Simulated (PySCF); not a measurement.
GeI, SMILES [Ge][I] (connectivity only; charge and spin as stated), neutral, multiplicity 2.

The structure is a stationary point at PBE0-D3(BJ)/def2-TZVP. The def2 effective core potentials stand for the cores of I; spin–orbit coupling is left out.

Level of theory: CAM-B3LYP/def2-TZVPD (PySCF).

```json
{
 "total_energy": "-2374.83650 hartree",
 "point_group": "C∞v",
 "α spin, highest occupied and lowest empty level": "-6.36 and -2.21 eV",
 "β spin, highest occupied and lowest empty level": "-9.07 and -2.00 eV",
 "dipole_moment": "1.44 D",
 "⟨S²⟩": "0.754 (pure state 0.75)"
}
```
